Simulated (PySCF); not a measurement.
B3LYP has the VWN-RPA correlation part, as in Gaussian. Delta-SCF ions had no search for a lower state. Excitations are Tamm–Dancoff values on a coarser integration grid. The basis has no diffuse functions, so Rydberg states are missing or too high.

Cartesian coordinates (Å):
```xyz
9

C      2.1998     0.2182     0.0332
C      1.0853    -0.2338    -0.0102
N     -0.1637    -0.7125    -0.1116
C     -1.2739     0.2389    -0.0889
H      3.1877     0.6027     0.0638
H     -0.3288    -1.5588     0.4133
H     -2.2007    -0.2997    -0.2828
H     -1.1278     0.9710    -0.8819
H     -1.3589     0.7705     0.8650
```
Charge 0, spin multiplicity 1.

Q: Give the S1–T1 gap (TDA), vertical ionisation energy (Delta-SCF), LUMO, HOMO and dipole moment at the level PySCF with B3LYP-D3(BJ)/def2-TZVP.

A: 
S1–T1 gap (TDA): 0.29 eV
vertical ionisation energy (Delta-SCF): 8.50 eV
LUMO: 0.51 eV
HOMO: -6.01 eV
dipole moment: 1.87 D
